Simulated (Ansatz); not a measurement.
Vertical ionisation energy (eV) of eight silicon and germanium compounds: PBE beside PBE0, computed with Ansatz (an electronic-structure program) for isolated molecules in the bases named; differences from unrounded values. The eight are the first of their class met in an unordered collection, after screening for sound electronic states; none was chosen by its value. Functionals give these values as differences of separate SCF runs (ΔSCF), EOM-CCSD as a root; each molecule has one DFT geometry for both levels.

```json
[
 {"molecule": "C₃H₈OSi, SMILES [SiH3][C@@H]1C[C@@H]1O", "basis": "def2-TZVPD", "PBE0": "9.76"},
 {"molecule": "C4H7FSi, SMILES C[Si@H]1C=C[C@H]1F", "basis": "def2-SVPD", "PBE0": "9.80"},
 {"molecule": "C2H4N2OSi, SMILES C1C=N[SiH](O)N=1", "basis": "def2-SVPD", "PBE0": "9.98"},
 {"molecule": "GeH₇NOSi, SMILES N[SiH2][O][GeH3]", "basis": "def2-SVPD", "PBE0": "9.91"},
 {"molecule": "C3H9NSi, SMILES C(=C\\CN)/[SiH3]", "basis": "def2-TZVPD", "PBE0": "9.03"},
 {"molecule": "GeH7NOSi, SMILES [OH][GeH2][NH][SiH3]", "basis": "def2-SVPD", "PBE0": "9.52"},
 {"molecule": "CH10FNSi3, SMILES N([SiH3])([Si@@H](F)C)[SiH3]", "basis": "def2-SVPD", "PBE0": "9.31"},
 {"molecule": "CH9ClOSi3, SMILES C[SiH2]O[Si@H]([SiH3])Cl", "basis": "def2-SVPD", "PBE0": "9.72"}
]
```

**Question.** Estimate the PBE values and say how PBE differs from PBE0 over the set. (The exact figures need the calculation; the answer reports its results.)

**Answer.** 
```tsv
molecule	PBE	difference
C₃H₈OSi, SMILES [SiH3][C@@H]1C[C@@H]1O	9.37	-0.39
C4H7FSi, SMILES C[Si@H]1C=C[C@H]1F	9.47	-0.32
C2H4N2OSi, SMILES C1C=N[SiH](O)N=1	9.48	-0.50
GeH₇NOSi, SMILES N[SiH2][O][GeH3]	9.41	-0.50
C3H9NSi, SMILES C(=C\CN)/[SiH3]	8.73	-0.30
GeH7NOSi, SMILES [OH][GeH2][NH][SiH3]	9.21	-0.31
CH10FNSi3, SMILES N([SiH3])([Si@@H](F)C)[SiH3]	8.97	-0.34
CH9ClOSi3, SMILES C[SiH2]O[Si@H]([SiH3])Cl	9.26	-0.46
```
PBE lies below PBE0 in 8 and above it in 0 of the eight; the mean signed difference is -0.39 and the largest -0.50 eV.
